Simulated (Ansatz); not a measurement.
```yaml
crystal:
  periodic: [false, false, false]
  atoms:
    - {symbol: Mg, position_ang: [-0.884375, 0.833213, 0.704721]}
    - {symbol: Mg, position_ang: [0.883835, -0.834025, -0.704506]}
    - {symbol: Se, position_ang: [0.951335, -0.384439, 1.648581]}
    - {symbol: Se, position_ang: [-0.950785, 0.385250, -1.648795]}
basis:
  gaussian: {orbitals: def2-TZVPP}
total_charge: 1
magnetization: {spin_polarized: true, initial_magnetization: 1}
hamiltonian: {xc: {name: PBE0}, dispersion: d4}
```

```sh
$ ansatz run in.yaml --threads 4 --pin off --events-out ev --progress --plain --max-ram 3916MiB
```

It prints (some lines left out):

```
Functional definition: PBE0
1212 factors; integrals over basis functions are off by at most 9.0e-4 eV
mean field evaluation 1: about -141559.6871 eV, gradient 2.4e1 eV
mean field evaluation 2: about -141559.9434 eV, gradient 2.8e1 eV
mean field evaluation 4: about -141563.3739 eV, gradient 6.7e-1 eV
mean field evaluation 8: about -141563.4955 eV, gradient 4.0e-1 eV
mean field evaluation 16: about -141563.4967 eV, gradient 3.0e-4 eV
mean field evaluation 32: about -141563.2128 eV, gradient 3.0e0 eV
mean field -141563.49671378 eV, -5202.3625490470 hartree, gradient 1.3e-5 eV, S^2 0.765577; 6 other end points of the search recorded, 0 dependent functions left out
reference -141563.49674968 eV, -5202.3625503664 hartree; 46, 45 occupied and 114, 115 virtual orbitals, 1212 factors
Total energy: -141563.61296291 eV, -5202.3668211237 hartree
```

It took 13 s on 4 threads of Arm Neoverse V1 on a shared host, peak host memory 0.67 GiB.
